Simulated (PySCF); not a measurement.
Job for PySCF: D3(BJ) and D4 dispersion corrections on CH6 (a complex), monomers drawn apart or pushed together.

```python
from pyscf import gto
from pyscf.dispersion import dftd3, dftd4

mol = gto.M(
    atom='''
    C    -0.01987932    0.01484188   -0.13400056
    H    -0.04396800    0.02985984   -1.22286511
    H    -1.03698600   -0.05170507    0.25018779
    H     0.55369735   -0.84723041    0.20406149
    H     0.44769498    0.92846061    0.23092090
    H     0.06700014   -0.04939810    4.17243267
    H     0.05101273   -0.03867756    3.42868932
    ''',
    basis='def2-svp',
    charge=0, spin=0, verbose=0, max_memory=1800)
d3, d4 = {}, {}
for xc in ['hf', 'pbe', 'blyp', 'revpbe', 'tpss', 'r2scan', 'b3lyp', 'pbe0', 'bhlyp', 'camb3lyp', 'b2plyp']:
    d3[xc] = float(dftd3.DFTD3Dispersion(mol, xc=xc, version='d3bj', atm=False).get_dispersion()['energy'])
    print(f'D3(BJ) {xc:10s} {d3[xc]:14.8f} Eh')
for xc in ['hf', 'pbe', 'blyp', 'revpbe', 'tpss', 'r2scan', 'b3lyp', 'pbe0', 'bhlyp', 'camb3lyp', 'b2plyp']:
    d4[xc] = float(dftd4.DFTD4Dispersion(mol, xc={'camb3lyp': 'cam-b3lyp'}.get(xc, xc), atm=True).get_dispersion()['energy'])
    print(f'D4     {xc:10s} {d4[xc]:14.8f} Eh')
```

It printed:

```
D3(BJ) hf            -0.01536091 Eh
D3(BJ) pbe           -0.00152805 Eh
D3(BJ) blyp          -0.00297048 Eh
D3(BJ) revpbe        -0.00415026 Eh
D3(BJ) tpss          -0.00181242 Eh
D3(BJ) r2scan        -0.00043336 Eh
D3(BJ) b3lyp         -0.00239818 Eh
D3(BJ) pbe0          -0.00123505 Eh
D3(BJ) bhlyp         -0.00174883 Eh
D3(BJ) camb3lyp      -0.00100678 Eh
D3(BJ) b2plyp        -0.00102445 Eh
D4     hf            -0.00506405 Eh
D4     pbe           -0.00118779 Eh
D4     blyp          -0.00266668 Eh
D4     revpbe        -0.00487519 Eh
D4     tpss          -0.00159257 Eh
D4     r2scan        -0.00033811 Eh
D4     b3lyp         -0.00183209 Eh
D4     pbe0          -0.00098712 Eh
D4     bhlyp         -0.00115572 Eh
D4     camb3lyp      -0.00096323 Eh
D4     b2plyp        -0.00082452 Eh
```

The run finished.

Cost: about 0.04 core-seconds (a rough figure).
